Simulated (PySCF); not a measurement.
Isomers of C4H6F2O, mass 108.039 u with the commonest isotopes. Theory: PBE0-D3(BJ)/def2-SVP geometry optimisation, gas phase (PySCF). One conformer each, none proved a minimum here; rigid rotors.

Task: Order these by rotational constant B, largest first.
A. `[CH2:1]=[C:2]([CH2:3][F:4])[O:5][CH2:6][F:7]` with C1–C2–C3–F4 -3°, C1–C2–O5–C6 -16°, C2–O5–C6–F7 74°
B. `[F:1][CH:2]([F:3])[C@@H:4]1[CH2:5][CH2:6][O:7]1` with F1–C2–C4–C5 42°
C. `[CH3:1][O:2]/[C:3](=[CH:4]\[F:5])[CH2:6][F:7]` with C1–O2–C3–C4 3°, O2–C3–C6–F7 180°

Result: B (1996 MHz), C (1889 MHz), A (1351 MHz).

Task: Order these by radius of gyration √(Σ m r²/M), largest first.
A. `[CH2:1]=[C:2]([CH2:3][F:4])[O:5][CH2:6][F:7]` with C1–C2–C3–F4 -3°, C1–C2–O5–C6 -16°, C2–O5–C6–F7 74°
B. `[CH3:1][O:2]/[C:3](=[CH:4]\[F:5])[CH2:6][F:7]` with C1–O2–C3–C4 3°, O2–C3–C6–F7 180°
C. `[F:1][CH:2]([F:3])[CH:4]1[CH2:5][O:6][CH2:7]1` with F1–C2–C4–C5 -167°
D. `[F:1][CH:2]([F:3])[C@@H:4]1[CH2:5][CH2:6][O:7]1` with F1–C2–C4–C5 42°

Result: A (2.001 Å), B (1.903 Å), C (1.802 Å), D (1.694 Å).

Task: Order these by rotational constant C, smallest first.
A. `[CH2:1]=[C:2]([CH2:3][F:4])[O:5][CH2:6][F:7]` with C1–C2–C3–F4 -3°, C1–C2–O5–C6 -16°, C2–O5–C6–F7 74°
B. `[F:1][CH:2]([F:3])[C@@H:4]1[CH2:5][CH2:6][O:7]1` with F1–C2–C4–C5 42°
C. `[CH3:1][O:2]/[C:3](=[CH:4]\[F:5])[CH2:6][F:7]` with C1–O2–C3–C4 3°, O2–C3–C6–F7 180°
D. `[F:1][CH:2]([F:3])[CH:4]1[CH2:5][O:6][CH2:7]1` with F1–C2–C4–C5 -167°

Result: A (1199 MHz), C (1302 MHz), D (1501 MHz), B (1879 MHz).

```csv
SMILES,point group,Ia (u·Å²),Ib (u·Å²),Ic (u·Å²),κ,μa (D),μb (D),μc (D)
C=C(CF)OCF,C1,69.58,374.02,421.39,-0.95,0.82,1.38,1.35
FC(F)[C@@H]1CCO1,C1,98.18,253.16,268.92,-0.93,1.00,1.12,0.34
CO/C(=C\F)CF,–,127.10,267.49,388.10,-0.56,0.88,1.34,0.05
FC(F)C1COC1,–,95.70,268.80,336.76,-0.80,0.35,0.05,0.40
```
